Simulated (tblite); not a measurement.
C3H6BF2O2 (doublet state).
Numbering: `[OH:1][C:2]([OH:3])[CH2:4][CH2:5][B:6]([F:7])[F:8]` (hydrogens: H9 on O1; H10 on O3; H11, H12 on C4; H13, H14 on C5)

Computed with GFN2-xTB (tblite), gas phase: L-BFGS steps from a force-field or distance-geometry start until the largest atomic force falls under 0.01 eV/Å.

Step 48: E = -771.2141 eV
```
atom  x, y, z in Å  |  force x, y, z in eV/Å
O1      1.7713    1.6331   -0.1625    0.045   0.028   0.013
C2      1.0836    0.4651    0.1213    0.016   0.045   0.024
O3      1.8551   -0.4398    0.8003   -0.016  -0.027   0.020
C4      0.1381   -0.1088   -0.8897    0.005  -0.024   0.045
C5     -0.8960   -0.9777   -0.1542   -0.047   0.003   0.004
B6     -1.7899   -0.1146    0.8273    0.053  -0.001   0.015
F7     -2.2149    1.1013    0.5293    0.050  -0.002  -0.018
F8     -2.2195   -0.5445    1.9962   -0.014  -0.025  -0.002
H9      1.2182    2.2095   -0.6962   -0.010   0.036  -0.003
H10     2.6322    0.0216    1.1363    0.003   0.025  -0.007
H11    -0.3606    0.7125   -1.4105   -0.004  -0.072  -0.014
H12     0.6803   -0.7207   -1.6253   -0.045  -0.001  -0.017
H13    -0.3696   -1.7594    0.3952   -0.013   0.037  -0.035
H14    -1.5290   -1.4780   -0.8898   -0.024  -0.022  -0.026
```

Step 49: E = -771.2150 eV
```
atom  x, y, z in Å  |  force x, y, z in eV/Å
O1      1.7711    1.6306   -0.1585    0.007   0.077  -0.028
C2      1.0771    0.4663    0.1233    0.045   0.041   0.025
O3      1.8475   -0.4362    0.8062   -0.003  -0.036   0.033
C4      0.1365   -0.1095   -0.8915   -0.002  -0.025   0.055
C5     -0.8960   -0.9794   -0.1557   -0.052  -0.010   0.008
B6     -1.7858   -0.1146    0.8287    0.035   0.002   0.004
F7     -2.2044    1.1039    0.5307    0.052  -0.003  -0.015
F8     -2.2216   -0.5427    1.9963    0.000  -0.028  -0.015
H9      1.2218    2.2119   -0.6923    0.012   0.013   0.017
H10     2.6322    0.0240    1.1272   -0.018   0.009  -0.009
H11    -0.3647    0.7092   -1.4136    0.007  -0.065  -0.017
H12     0.6816   -0.7215   -1.6250   -0.043   0.006  -0.017
H13    -0.3679   -1.7601    0.3929   -0.008   0.027  -0.025
H14    -1.5279   -1.4821   -0.8909   -0.032  -0.011  -0.016
```

Step 50: E = -771.2160 eV
```
atom  x, y, z in Å  |  force x, y, z in eV/Å
O1      1.7713    1.6298   -0.1547   -0.022   0.089  -0.054
C2      1.0717    0.4688    0.1251    0.054   0.022   0.018
O3      1.8391   -0.4329    0.8126    0.015  -0.019   0.037
C4      0.1349   -0.1105   -0.8921   -0.007  -0.017   0.045
C5     -0.8969   -0.9814   -0.1570   -0.037  -0.020   0.004
B6     -1.7812   -0.1148    0.8302    0.007   0.004  -0.006
F7     -2.1925    1.1063    0.5313    0.050   0.000  -0.005
F8     -2.2236   -0.5414    1.9962    0.012  -0.026  -0.027
H9      1.2253    2.2153   -0.6883    0.021   0.001   0.027
H10     2.6321    0.0252    1.1182   -0.038  -0.009  -0.006
H11    -0.3694    0.7041   -1.4169    0.016  -0.043  -0.017
H12     0.6814   -0.7228   -1.6245   -0.033   0.012  -0.009
H13    -0.3661   -1.7603    0.3904   -0.003   0.003  -0.008
H14    -1.5267   -1.4861   -0.8929   -0.037   0.003   0.000
```

Step 51: E = -771.2167 eV
```
atom  x, y, z in Å  |  force x, y, z in eV/Å
O1      1.7701    1.6322   -0.1514   -0.037   0.062  -0.058
C2      1.0689    0.4713    0.1270    0.036  -0.001   0.004
O3      1.8328   -0.4308    0.8182    0.027   0.010   0.028
C4      0.1341   -0.1112   -0.8911   -0.007  -0.007   0.019
C5     -0.8982   -0.9830   -0.1580   -0.009  -0.022  -0.001
B6     -1.7775   -0.1150    0.8310   -0.016   0.006  -0.013
F7     -2.1806    1.1090    0.5325    0.045   0.004   0.006
F8     -2.2249   -0.5416    1.9952    0.016  -0.021  -0.028
H9      1.2263    2.2170   -0.6878    0.020   0.000   0.028
H10     2.6320    0.0247    1.1118   -0.038  -0.018   0.005
H11    -0.3726    0.6992   -1.4191    0.019  -0.014  -0.015
H12     0.6806   -0.7235   -1.6236   -0.017   0.012   0.001
H13    -0.3654   -1.7600    0.3885   -0.002  -0.026   0.006
H14    -1.5262   -1.4887   -0.8955   -0.036   0.014   0.017
```

Q: Estimate the geometry and energy of step 52. (The exact step hangs on the optimiser's Hessian estimate; all steps are aligned on step 51, rigid shifts and turns removed.)

A: E = -771.2172 eV, largest force 0.048 eV/Å
```
atom  x, y, z in Å  |  force x, y, z in eV/Å
O1      1.7680    1.6351   -0.1497   -0.026   0.013  -0.038
C2      1.0687    0.4726    0.1284    0.008  -0.011  -0.009
O3      1.8302   -0.4300    0.8218    0.027   0.031   0.013
C4      0.1339   -0.1116   -0.8896   -0.005  -0.002  -0.003
C5     -0.8994   -0.9841   -0.1589    0.010  -0.017  -0.001
B6     -1.7759   -0.1150    0.8305   -0.020   0.004  -0.011
F7     -2.1724    1.1113    0.5340    0.037   0.011   0.011
F8     -2.2249   -0.5431    1.9933    0.008  -0.016  -0.020
H9      1.2250    2.2164   -0.6897    0.004   0.016   0.015
H10     2.6322    0.0239    1.1093   -0.024  -0.017   0.017
H11    -0.3734    0.6966   -1.4197    0.018   0.005  -0.012
H12     0.6797   -0.7236   -1.6228   -0.003   0.007   0.006
H13    -0.3658   -1.7598    0.3882   -0.006  -0.041   0.008
H14    -1.5267   -1.4894   -0.8973   -0.028   0.016   0.024
```

The energy changes by -0.0004 eV. The first-order estimate −F·Δx gives -0.0006 eV and the mean of the old and new forces, exact on a quadratic surface, -0.0004 eV. The step makes an angle of 70° with the force vector and moves no atom by more than 0.009 Å.

The cost below is that of the whole relaxation. Time: 0.73 s wall. Hardware: Arm Neoverse V2, one thread, shared host.
